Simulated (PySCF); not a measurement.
**Energy of Ga²⁺ (gallium, charge +2) between two integer charges**

The 4s alpha orbital of [Ar] 3d10 4s1 is emptied in steps (occupation f), with all orbitals relaxed, ending at [Ar] 3d10. Calculation: PySCF 2.14, in def2-TZVP (6s5p4d1f, 48 functions); no relativity, point nucleus. The exact energy is a straight line in f; departures are measured from the line between the end points of the same method.

```
   f  UHF (eV)  LDA (eV)  PBE (eV)  PBE0 (eV)  r2SCAN (eV)  LC-wPBE (eV)  BHandHLYP (eV)  HSE06 (eV)  r2SCAN0 (eV)
   1     0.000     0.000     0.000      0.000        0.000         0.000           0.000       0.000         0.000
0.75     0.019    -0.891    -0.902     -0.660       -0.765        -0.116          -0.468      -0.724        -0.564
 0.5     0.024    -1.179    -1.206     -0.882       -1.009        -0.157          -0.628      -0.963        -0.741
0.25     0.018    -0.873    -0.908     -0.663       -0.747        -0.128          -0.477      -0.728        -0.547
   0     0.000     0.000     0.000      0.000        0.000         0.000           0.000       0.000         0.000
```

**Question.** For BHandHLYP, how does the orbital energy at f = 1 compare with the removal energy?

**Answer.** −ε = 28.089 eV against a total-energy difference of 30.573 eV. By Janak's theorem ε = ∂E/∂f, so the gap between them reflects the curvature. Along the path −ε is 29.316 (f = 0.75), 30.552 (f = 0.5), 31.813 (f = 0.25) eV.

```json
{"method": "UHF", "E(f=0) − E(f=1) (eV)": "29.183", "−ε at f=1 (eV)": "29.283", "−ε at f=0.5 (eV)": "29.181"}
{"method": "LDA", "E(f=0) − E(f=1) (eV)": "31.339", "−ε at f=1 (eV)": "26.565", "−ε at f=0.5 (eV)": "31.384"}
{"method": "PBE", "E(f=0) − E(f=1) (eV)": "31.029", "−ε at f=1 (eV)": "26.233", "−ε at f=0.5 (eV)": "31.012"}
{"method": "PBE0", "E(f=0) − E(f=1) (eV)": "30.657", "−ε at f=1 (eV)": "27.138", "−ε at f=0.5 (eV)": "30.650"}
{"method": "r2SCAN", "E(f=0) − E(f=1) (eV)": "30.768", "−ε at f=1 (eV)": "26.613", "−ε at f=0.5 (eV)": "30.816"}
{"method": "LC-wPBE", "E(f=0) − E(f=1) (eV)": "30.640", "−ε at f=1 (eV)": "30.006", "−ε at f=0.5 (eV)": "30.609"}
{"method": "BHandHLYP", "E(f=0) − E(f=1) (eV)": "30.573", "−ε at f=1 (eV)": "28.089", "−ε at f=0.5 (eV)": "30.552"}
{"method": "HSE06", "E(f=0) − E(f=1) (eV)": "30.735", "−ε at f=1 (eV)": "26.853", "−ε at f=0.5 (eV)": "30.722"}
{"method": "r2SCAN0", "E(f=0) − E(f=1) (eV)": "30.539", "−ε at f=1 (eV)": "27.469", "−ε at f=0.5 (eV)": "30.582"}
```

Reference removal energy between the ground levels: 30.726 eV (measured; NIST Atomic Spectra Database, ionization energies). UHF lacks correlation.
